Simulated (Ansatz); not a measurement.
Isolated molecules relaxed with PBE0-D4/def2-TZVP in Ansatz; ΔE leaves out vibrations. CCSD(T)/CBS is the MP2 limit (def2-TZVPP, def2-QZVPP) plus CCSD(T) − MP2 in def2-TZVPP, frozen cores. This one scheme is used for every species. def2 core potentials past Kr. For I outer-core shells are correlated without core-valence functions, which leaves a few kJ/mol of doubt a bond. Each species was taken in one conformer, which may not be the lowest.

Reaction (substitution at a C–C bond): `C=CC(=C)I` + H₂S → `C=C(S)I` + `C=C`

```tsv
species	SCS-MP2/def2-QZVPP energy (Eh)
`C=CC(=C)I`	-452.33832
H₂S	-398.93269
`C=C(S)I`	-772.82203
`C=C`	-78.43311
```

(1) Work out ΔE.

Largest T1 diagnostic among the species: 0.011.

Answers

(1) ΔE = (-772.82203) + (-78.43311) − (-452.33832) − (-398.93269) = 0.01587 Eh = +10.0 kcal/mol. CCSD(T)/CBS gives +10.3 kcal/mol.
